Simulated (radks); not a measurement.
The mean radii <r> (bohr) of the occupied orbitals of an atom or ion are listed with their occupations. All-electron calculation, scalar-relativistic Kohn-Sham, r2SCAN, spin-polarised, spherical densities, finite nucleus; meta-GGA in the generalised Kohn-Sham scheme; Fermi nuclear charge, rms radius of each element as measured or else 0.836 A^(1/3) + 0.57 fm. Program: a radial shooting solver on a logarithmic mesh with Libxc functionals.

| orbital | occ. | <r> |
|---|---|---|
| 1s up | 1 | 0.1112 |
| 1s down | 1 | 0.1111 |
| 2s up | 1 | 0.5465 |
| 2s down | 1 | 0.5503 |
| 2p up | 3 | 0.5072 |
| 2p down | 2 | 0.5118 |
| 3s up | 1 | 1.657 |

Name the element and its charge. Open shells, if any, are filled with parallel spins first.

Answer. Z = 14, silicon, charge +4: Si4+ in [He] 2s2 2p5 3s1. The 1s radius gives Z: for a bare nucleus <r> = (2 gamma + 1)/(2Z) with gamma = sqrt(1 - (Z/c)^2), 0.1068 bohr for Z = 14, and screening makes it slightly larger (0.1112 here). The occupations add up to 10, and the charge is Z minus that.
